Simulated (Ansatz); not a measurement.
Steps of a relaxation of C$_{2}$H$_{6}$AlClO with RKS PBE-D4/def2-SVP.

```sh
$ ansatz run in.yaml --threads 4 --pin off --events-out ev --progress --plain --max-ram 10444MiB
```

```yaml
crystal:
  periodic: [false, false, false]
  atoms:
    - {symbol: C, position_ang: [-1.178100, 0.932100, -0.981600]}
    - {symbol: O, position_ang: [-0.894100, -0.021500, -0.053600]}
    - {symbol: C, position_ang: [0.440200, 0.092800, 0.286000]}
    - {symbol: Al, position_ang: [1.165500, -1.672000, 0.954900]}
    - {symbol: Cl, position_ang: [0.682600, 1.264100, 1.603600]}
    - {symbol: H, position_ang: [-0.703300, 0.818000, -1.960600]}
    - {symbol: H, position_ang: [-0.975100, 1.999000, -0.605100]}
    - {symbol: H, position_ang: [-2.278700, 0.942100, -1.195300]}
    - {symbol: H, position_ang: [1.135300, 0.369800, -0.518600]}
    - {symbol: H, position_ang: [2.300300, -2.427100, 0.249100]}
    - {symbol: H, position_ang: [0.370800, -2.354200, 2.241800]}
basis:
  gaussian: {orbitals: def2-SVP}
hamiltonian: {xc: pbe, dispersion: d4}
relax: {f_tol: 0.03, max_steps: 200}
```

Positions (Å) and forces (eV/Å) along the path, 11 of 14 steps:

```xyz
11
step=1 energy=-23313.9377 eV
C    -1.178    0.932   -0.982   -2.359    2.865   -0.783
O    -0.894   -0.021   -0.054    0.824   -0.893    0.211
C     0.440    0.093    0.286    0.779   -2.273    0.650
Al    1.165   -1.672    0.955   -1.500    0.166    1.209
Cl    0.683    1.264    1.604    0.367    0.886    0.872
H    -0.703    0.818   -1.961    0.619   -0.277   -0.473
H    -0.975    1.999   -0.605    0.083   -0.877   -0.239
H    -2.279    0.942   -1.195    0.220   -0.198    0.146
H     1.135    0.370   -0.519   -0.202    0.629   -0.646
H     2.300   -2.427    0.249    0.789   -0.312   -0.464
H     0.371   -2.354    2.242    0.379    0.283   -0.482
11
step=2 energy=-23314.3026 eV
C    -1.220    0.977   -1.002   -0.865    1.275   -0.373
O    -0.854   -0.045   -0.126    0.320   -0.410    0.120
C     0.482    0.032    0.257   -0.012   -1.086   -0.585
Al    1.104   -1.729    1.021   -0.177    0.334    0.094
Cl    0.741    1.221    1.591    0.255    0.659    0.847
H    -0.715    0.915   -1.990    0.187   -0.142   -0.070
H    -1.007    2.000   -0.578   -0.027   -0.400   -0.057
H    -2.319    0.932   -1.192    0.233   -0.138    0.138
H     1.122    0.424   -0.571   -0.068   -0.070    0.012
H     2.344   -2.416    0.308    0.171   -0.092   -0.043
H     0.387   -2.367    2.302   -0.017    0.071   -0.083
11
step=3 energy=-23314.4176 eV
C    -1.263    1.022   -1.008    0.133    0.128   -0.204
O    -0.831   -0.072   -0.205    0.336    0.071    0.269
C     0.502   -0.025    0.201   -0.563   -0.442   -0.887
Al    1.111   -1.730    1.051    0.168    0.212   -0.104
Cl    0.813    1.178    1.593    0.116    0.148    0.274
H    -0.725    1.034   -1.994   -0.119   -0.009    0.201
H    -1.083    2.000   -0.504   -0.017   -0.102    0.050
H    -2.351    0.907   -1.190    0.091   -0.052    0.035
H     1.144    0.366   -0.629    0.027    0.023    0.188
H     2.412   -2.429    0.400   -0.091    0.060    0.124
H     0.336   -2.309    2.307   -0.080   -0.038    0.053
11
step=6 energy=-23314.8138 eV
C    -1.322    1.107   -0.977    0.339   -0.378    0.170
O    -0.874   -0.133   -0.363    0.795    0.458    0.087
C     0.462   -0.259   -0.135   -1.071   -0.451   -0.647
Al    1.170   -1.612    1.173    0.095    0.150   -0.040
Cl    1.070    0.821    1.501    0.224    0.082    0.325
H    -0.773    1.289   -1.934   -0.108   -0.010    0.184
H    -1.154    1.960   -0.276   -0.026   -0.183   -0.116
H    -2.401    0.977   -1.170   -0.027    0.066   -0.037
H     1.091    0.251   -0.903   -0.021    0.034    0.110
H     2.641   -2.222    0.858   -0.244    0.206    0.093
H     0.156   -2.238    2.245    0.043    0.025   -0.129
11
step=7 energy=-23314.9493 eV
C    -1.323    1.114   -0.965   -0.035   -0.111    0.121
O    -0.903   -0.151   -0.399    1.261    0.107    0.076
C     0.416   -0.378   -0.282   -1.136   -0.064   -0.174
Al    1.187   -1.534    1.223   -0.103   -0.263   -0.068
Cl    1.195    0.718    1.543    0.122    0.475    0.230
H    -0.782    1.328   -1.911    0.040   -0.021    0.039
H    -1.137    1.931   -0.226    0.005   -0.233   -0.119
H    -2.408    1.023   -1.161    0.015    0.033   -0.001
H     1.039    0.233   -0.986   -0.111   -0.064    0.135
H     2.680   -2.102    0.990   -0.202    0.066   -0.028
H     0.102   -2.238    2.195    0.144    0.076   -0.212
11
step=8 energy=-23314.8640 eV rejected
C    -1.331    1.087   -0.969    0.047    0.200   -0.246
O    -0.812   -0.147   -0.435   -3.577    0.419    0.145
C     0.398   -0.389   -0.304    3.629   -0.467    0.008
Al    1.154   -1.505    1.228    0.054    0.571    0.080
Cl    1.327    0.822    1.652   -0.153   -0.576   -0.143
H    -0.849    1.333   -1.939    0.056   -0.020    0.045
H    -1.120    1.881   -0.222   -0.011   -0.058   -0.041
H    -2.420    0.951   -1.099    0.077   -0.002    0.017
H     1.087    0.221   -0.960   -0.135   -0.023    0.159
H     2.613   -2.100    0.962   -0.017   -0.053   -0.019
H     0.017   -2.211    2.105    0.029    0.008   -0.005
11
step=9 energy=-23315.0115 eV
C    -1.324    1.100   -0.968    0.040    0.031   -0.006
O    -0.881   -0.144   -0.388    0.278   -0.113    0.071
C     0.403   -0.397   -0.293   -0.241    0.161   -0.034
Al    1.185   -1.496    1.239   -0.082   -0.056   -0.041
Cl    1.242    0.778    1.603    0.061   -0.042    0.060
H    -0.788    1.308   -1.917    0.025   -0.017    0.018
H    -1.124    1.909   -0.233   -0.011   -0.068   -0.048
H    -2.410    1.005   -1.148    0.012   -0.004   -0.002
H     1.040    0.229   -0.969   -0.083   -0.043    0.036
H     2.642   -2.108    0.959   -0.070    0.073   -0.002
H     0.080   -2.241    2.136    0.072    0.079   -0.053
11
step=10 energy=-23315.0196 eV
C    -1.327    1.099   -0.987    0.005   -0.011    0.087
O    -0.886   -0.122   -0.347    0.028    0.056   -0.083
C     0.390   -0.380   -0.272   -0.004    0.008    0.062
Al    1.189   -1.497    1.240   -0.059    0.017   -0.027
Cl    1.287    0.748    1.687    0.027   -0.009   -0.023
H    -0.786    1.267   -1.942    0.015   -0.058    0.019
H    -1.129    1.939   -0.290   -0.017   -0.046   -0.010
H    -2.412    0.993   -1.162   -0.005    0.013   -0.024
H     1.013    0.253   -0.955    0.007   -0.022    0.050
H     2.634   -2.106    0.919   -0.024    0.021   -0.019
H     0.092   -2.252    2.131    0.029    0.031   -0.033
11
step=12 energy=-23315.0226 eV
C    -1.330    1.099   -0.992    0.005    0.008    0.007
O    -0.901   -0.108   -0.323    0.099   -0.019   -0.061
C     0.372   -0.374   -0.246   -0.057    0.013    0.047
Al    1.188   -1.496    1.233   -0.012   -0.032    0.066
Cl    1.324    0.742    1.693    0.006    0.005   -0.014
H    -0.746    1.258   -1.923    0.002   -0.012    0.028
H    -1.174    1.947   -0.295   -0.015    0.002   -0.003
H    -2.403    0.979   -1.220   -0.019    0.009    0.001
H     1.007    0.250   -0.921   -0.007    0.029   -0.052
H     2.619   -2.111    0.868   -0.004    0.001   -0.019
H     0.110   -2.242    2.147    0.002   -0.004    0.001
11
step=13 energy=-23315.0234 eV
C    -1.330    1.097   -0.990   -0.005   -0.006   -0.018
O    -0.896   -0.115   -0.334    0.053    0.032    0.015
C     0.379   -0.371   -0.247   -0.038   -0.055   -0.014
Al    1.186   -1.493    1.238   -0.008   -0.019    0.013
Cl    1.323    0.749    1.689    0.003    0.000   -0.015
H    -0.741    1.269   -1.915    0.001    0.003    0.014
H    -1.182    1.937   -0.282   -0.008   -0.003   -0.002
H    -2.402    0.975   -1.224   -0.002    0.002    0.000
H     1.012    0.248   -0.930   -0.001    0.036   -0.001
H     2.609   -2.119    0.860    0.007    0.008    0.002
H     0.108   -2.234    2.156   -0.002    0.001    0.005
11
step=14 energy=-23315.0237 eV
C    -1.329    1.097   -0.989   -0.005   -0.009   -0.008
O    -0.894   -0.117   -0.337   -0.007    0.019    0.001
C     0.379   -0.375   -0.251    0.002    0.002   -0.002
Al    1.184   -1.495    1.238    0.010   -0.004    0.006
Cl    1.324    0.749    1.680    0.002   -0.004    0.000
H    -0.739    1.272   -1.911    0.003    0.004    0.006
H    -1.185    1.935   -0.278   -0.004   -0.002    0.003
H    -2.401    0.974   -1.226    0.003   -0.002   -0.001
H     1.011    0.253   -0.928   -0.003   -0.006   -0.006
H     2.609   -2.118    0.862    0.002    0.001    0.003
H     0.107   -2.232    2.160   -0.003    0.001   -0.002
```

It took 10 s on 4 threads of an Intel Xeon 6975P-C on a shared host, with 0.18 GiB of host memory at the peak.
